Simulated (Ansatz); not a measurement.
CH$_{2}$InN at its PBE0-D4/def2-TZVP geometry, where that method's forces vanish. The species carries charge 0 and has multiplicity 1. In takes the def2 core potential. The bonds changed during the relaxation, so this is another structure than the one it started from.

```xyz
5

C     1.1528    0.9638   -0.4375
N     0.1903    0.4429   -0.1055
In   -2.2185   -0.6639    0.7026
H     2.0540    1.4482   -0.7480
H    -1.1785   -2.1910    0.5885
```

What forces (eV/Å) does ωB97M-V/def2-TZVPP give on these atoms in the Gaussian-basis code of Ansatz? (An estimate is asked.)

Ansatz gave: 
```
C1  -0.072 -0.046  0.026
N2   0.175  0.112 -0.062
In3  0.045 -0.119  0.001
H4  -0.078 -0.046  0.027
H5  -0.071  0.100  0.008
```
